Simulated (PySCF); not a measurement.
# 2p core levels of `CC(C)[AsH]BP`

C3H11AsBP.
SMILES with atom numbers: `[CH3:1][CH:2]([CH3:3])[AsH:4][BH:5][PH2:6]`

Method used: delta-SCF UKS SCAN, pcX-2 on the ionised atom, pcseg-1 elsewhere, spin-free X2C (PySCF). Each binding energy is the total energy of the core-ionised species, with the hole localised on one atom, minus that of the ground state; both are solved self-consistently, so orbital relaxation is included. The 2p values add to the ΔSCF energy of one spin-free hole a correction within the shell (spin–orbit coupling, ligand field). The splitting includes the ligand field, and 2p3/2 is the mean of two sublevels.

Task: Give the 2p3/2 and 2p1/2 binding energies and the splitting.

Result: 
| atom | environment | 2p3/2 (eV) | 2p1/2 (eV) | splitting (eV) | mean of the shell (eV) |
| --- | --- | --- | --- | --- | --- |
| P6 | three-coordinate phosphorus | 136.17 | 137.06 | 0.89 | 136.46 |

Task: What are the 1s binding energies of the same atoms?

Result: P6 2149.72 eV.

Task: Which Kα1 and Kα2 emission energies and wavelengths follow?

Result: The photon carries the difference of the 1s-hole and 2p-hole states, both at the ground state's geometry; λ = 12398.42 eV Å/E.

```tsv
atom	Kα1 (eV)	Kα2 (eV)	λ(Kα1) (Å)	λ(Kα2) (Å)
P6	2013.55	2012.66	6.1575	6.1602
```

Task: And the 1s levels of the other atoms?

Result: C2 (sp3 CH carbon) 290.43 eV; C1/C3 (methyl carbon) 290.59 eV.

One atom of each set of topologically equivalent atoms was ionised and stands for the set; in this conformer not all members are related by symmetry, and their own values weren't computed. Not every level is listed. No level of arsenic or boron is listed. One conformer (not necessarily the lowest) at the PBE0-D3(BJ)/def2-SVP geometry, without solvent, vibrations or thermal averaging.

Conformer computed: `[CH3:1][CH:2]([CH3:3])[AsH:4][BH:5][PH2:6]`: C1–C2–As4–B5 -95°, C2–As4–B5–P6 25°, H–P6–B5–As4 140°, H–P6–B5–As4 36°.
